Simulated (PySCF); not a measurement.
C$_{3}$H$_{6}$NO (SMILES C[N]C(C)=O), doublet, at a GFN2-xTB geometry. Base run: CAMB3LYP/STO-3G (PySCF).

Geometry (Å):
```xyz
11

C      1.9499     0.1251     0.1709
N      0.6191    -0.0554     0.5797
C     -0.4856    -0.0175    -0.1197
C     -1.7726    -0.2487     0.6138
O     -0.3959     0.2047    -1.3345
H      2.1250     1.1247    -0.2420
H      2.5593     0.0201     1.0734
H      2.2705    -0.6399    -0.5450
H     -2.2893    -1.0987     0.1733
H     -2.4100     0.6261     0.5038
H     -1.5729    -0.4352     1.6640
```
Charge 0, spin multiplicity 2.
Orbitals are unrestricted.
All else is at PySCF's defaults.

Each row names what was changed in the base input (with any setting that the change needs).

```json
[
 {"change": "base", "E (Eh)": "-244.47312", "HOMO (eV)": "-5.29", "dipole (D)": "0.60", "<S^2>": "0.755", "core-seconds (rough)": "20", "outcome": "converged"},
 {"change": "functional = tpssh", "E (Eh)": "-244.69250", "HOMO (eV)": "-3.31", "dipole (D)": "0.51", "<S^2>": "0.753", "core-seconds (rough)": "20", "outcome": "converged"},
 {"change": "functional = b97-1", "E (Eh)": "-244.57412", "HOMO (eV)": "-3.70", "dipole (D)": "0.57", "<S^2>": "0.754", "core-seconds (rough)": "10", "outcome": "converged"},
 {"change": "functional = m06", "E (Eh)": "-244.39958", "HOMO (eV)": "-3.94", "dipole (D)": "0.70", "<S^2>": "0.756", "core-seconds (rough)": "10", "outcome": "converged"},
 {"change": "functional = b97m_v", "E (Eh)": "-", "HOMO (eV)": "-", "dipole (D)": "-", "<S^2>": "-", "core-seconds (rough)": "-", "outcome": "cut at the time limit"},
 {"change": "functional = pbe; dispersion = d3bj", "E (Eh)": "-244.34468", "HOMO (eV)": "-2.61", "dipole (D)": "0.53", "<S^2>": "0.752", "core-seconds (rough)": "7", "outcome": "converged"},
 {"change": "functional = lda,vwn", "E (Eh)": "-242.53315", "HOMO (eV)": "-2.46", "dipole (D)": "0.61", "<S^2>": "0.752", "core-seconds (rough)": "4", "outcome": "converged"},
 {"change": "functional = wb97m_v", "E (Eh)": "-", "HOMO (eV)": "-", "dipole (D)": "-", "<S^2>": "-", "core-seconds (rough)": "-", "outcome": "cut at the time limit"},
 {"change": "functional = pw6b95", "E (Eh)": "-244.93091", "HOMO (eV)": "-4.18", "dipole (D)": "0.58", "<S^2>": "0.755", "core-seconds (rough)": "10", "outcome": "converged"},
 {"change": "functional = wb97x_v", "E (Eh)": "-", "HOMO (eV)": "-", "dipole (D)": "-", "<S^2>": "-", "core-seconds (rough)": "-", "outcome": "cut at the time limit"},
 {"change": "functional = b3lyp5", "E (Eh)": "-244.46923", "HOMO (eV)": "-3.66", "dipole (D)": "0.56", "<S^2>": "0.754", "core-seconds (rough)": "10", "outcome": "converged"},
 {"change": "functional = o3lyp", "E (Eh)": "-244.60986", "HOMO (eV)": "-3.27", "dipole (D)": "0.56", "<S^2>": "0.754", "core-seconds (rough)": "9", "outcome": "converged"},
 {"change": "functional = pw91,pw91", "E (Eh)": "-244.53165", "HOMO (eV)": "-2.70", "dipole (D)": "0.54", "<S^2>": "0.752", "core-seconds (rough)": "7", "outcome": "converged"}
]
```

Totals shift with the method and basis; they matter in differences.

Open shells are given as the SCF converged; they aren't shown to be the lowest states, and a large step between rows can be another state.
